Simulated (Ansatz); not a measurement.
Method: B3LYP-D3(BJ)/def2-TZVP run with Ansatz (a program for electronic structure). No frequencies were computed at this level.

Ansatz 0.2 input:
```yaml
crystal:
  periodic: [false, false, false]
  atoms:
    - { symbol: C, position_ang: [2.669745, 0.495591, -0.672425] }
    - { symbol: C, position_ang: [1.310566, 0.00175, -0.597929] }
    - { symbol: C, position_ang: [0.188786, -0.415131, -0.537608] }
    - { symbol: C, position_ang: [-1.181349, -0.888182, -0.460704] }
    - { symbol: C, position_ang: [-2.15888, 0.272312, -0.272166] }
    - { symbol: H, position_ang: [3.284665, -0.187829, -1.258019] }
    - { symbol: H, position_ang: [3.092863, 0.581093, 0.328496] }
    - { symbol: H, position_ang: [2.68444, 1.476966, -1.146568] }
    - { symbol: H, position_ang: [-1.269149, -1.586966, 0.377084] }
    - { symbol: H, position_ang: [-1.422, -1.430187, -1.380609] }
    - { symbol: H, position_ang: [-3.17981, -0.099678, -0.216269] }
    - { symbol: H, position_ang: [-1.933624, 0.81223, 0.644993] }
    - { symbol: H, position_ang: [-2.086274, 0.968022, -1.105321] }
basis:
  gaussian: { orbitals: def2-tzvp }
hamiltonian:
  xc: b3lyp
  dispersion: d3bj
relax:
  max_steps: 150
```

Output:

```
Functional definition: B3LYP
1252 factors; their error is unknown
mean field evaluation 1: about -5303.7261 eV, gradient 7.3e1 eV
mean field evaluation 2: about -5299.8364 eV, gradient 8.0e1 eV
mean field evaluation 4: about -5316.1834 eV, gradient 8.0e0 eV
mean field evaluation 8: about -5316.3298 eV, gradient 3.6e-1 eV
mean field evaluation 16: about -5316.3074 eV, gradient 3.7e-4 eV
mean field -5316.30738263 eV, -195.3706927889 hartree, gradient 1.1e-5 eV, S^2 0.000000; 0 other end points of the search recorded, 0 dependent functions left out
reference -5316.30768290 eV, -195.3707038237 hartree; 19, 19 occupied and 184, 184 virtual orbitals, 1252 factors
relax step   1: F+E_penalty+E_count = -5316.68561169 eV  Δ(F+E_penalty+E_count) = +0.000e0 eV  max|allowed force component| = 1.503e-1 eV/Å  Δτ_max = 0.0000 Å  (31 SCF iters, accepted)
these checks for a lower state are left out or cut short: starts, cluster_reference, orbital_swaps, neighbouring_geometries, increment
1252 factors; their error is unknown
mean field -5316.32449743 eV, -195.3713217465 hartree, gradient 2.1e-5 eV, S^2 0.000000; 0 other end points of the search recorded, 0 dependent functions left out
reference -5316.32479895 eV, -195.3713328272 hartree; 19, 19 occupied and 184, 184 virtual orbitals, 1252 factors
relax step   2: F+E_penalty+E_count = -5316.70015247 eV  Δ(F+E_penalty+E_count) = -1.454e-2 eV  max|allowed force component| = 6.887e-2 eV/Å  Δτ_max = 0.0385 Å  (31 SCF iters, accepted)
these checks for a lower state are left out or cut short: starts, cluster_reference, orbital_swaps, neighbouring_geometries, increment
1252 factors; their error is unknown
mean field evaluation 32: about -5316.3257 eV, gradient 9.4e-3 eV
mean field -5316.32566922 eV, -195.3713648089 hartree, gradient 2.1e-5 eV, S^2 0.000000; 0 other end points of the search recorded, 0 dependent functions left out
reference -5316.32597107 eV, -195.3713759015 hartree; 19, 19 occupied and 184, 184 virtual orbitals, 1252 factors
relax step   3: F+E_penalty+E_count = -5316.70080528 eV  Δ(F+E_penalty+E_count) = -6.528e-4 eV  max|allowed force component| = 1.922e-2 eV/Å  Δτ_max = 0.0107 Å  (31 SCF iters, accepted)
these checks for a lower state are left out or cut short: starts, cluster_reference, orbital_swaps, neighbouring_geometries, increment
1252 factors; their error is unknown
mean field -5316.32571763 eV, -195.3713665880 hartree, gradient 2.1e-5 eV, S^2 0.000000; 0 other end points of the search recorded, 0 dependent functions left out
reference -5316.32601950 eV, -195.3713776813 hartree; 19, 19 occupied and 184, 184 virtual orbitals, 1252 factors
relax step   4: F+E_penalty+E_count = -5316.70082571 eV  Δ(F+E_penalty+E_count) = -2.042e-5 eV  max|allowed force component| = 6.776e-3 eV/Å  Δτ_max = 0.0039 Å  (32 SCF iters, accepted)
1252 factors; their error is unknown
mean field evaluation 64: about -5316.3257 eV, gradient 3.7e-4 eV
mean field -5316.32571763 eV, -195.3713665880 hartree, gradient 2.1e-5 eV, S^2 0.000000; 1 other end points of the search recorded, 0 dependent functions left out
reference -5316.32601950 eV, -195.3713776813 hartree; 19, 19 occupied and 184, 184 virtual orbitals, 1252 factors
Total energy: -5316.70112757 eV, -195.3851626487 hartree
Atom 0 at     2.693653     0.491198    -0.675001 Å, force    -0.003632    -0.001447     0.000428 eV/Å
Atom 1 at     1.324903     0.000631    -0.598816 Å, force     0.005398    -0.001535    -0.000818 eV/Å
Atom 2 at     0.197173    -0.410362    -0.536854 Å, force    -0.002447     0.006776     0.000883 eV/Å
Atom 3 at    -1.183880    -0.874111    -0.457298 Å, force    -0.003041    -0.003385     0.000323 eV/Å
Atom 4 at    -2.190211     0.269225    -0.271589 Å, force     0.002299    -0.000351    -0.000631 eV/Å
Atom 5 at     3.319827    -0.179805    -1.267418 Å, force    -0.000503     0.000283    -0.000205 eV/Å
Atom 6 at     3.139516     0.572413     0.318928 Å, force    -0.000112    -0.000651    -0.000541 eV/Å
Atom 7 at     2.732322     1.479212    -1.139340 Å, force    -0.000008    -0.000398     0.000580 eV/Å
Atom 8 at    -1.278915    -1.583293     0.370735 Å, force     0.001353     0.000547     0.000233 eV/Å
Atom 9 at    -1.429175    -1.433695    -1.365216 Å, force     0.001284     0.000351    -0.000069 eV/Å
Atom 10 at    -3.207447    -0.122348    -0.217308 Å, force     0.000856     0.000044    -0.000118 eV/Å
Atom 11 at    -1.983051     0.819926     0.646492 Å, force    -0.000783    -0.000018    -0.000461 eV/Å
Atom 12 at    -2.134736     0.971001    -1.104358 Å, force    -0.000664    -0.000216     0.000395 eV/Å
Dipole moment:     0.002197     0.014690     0.000834 e Å
```

Cost: roughly 40 core-seconds.
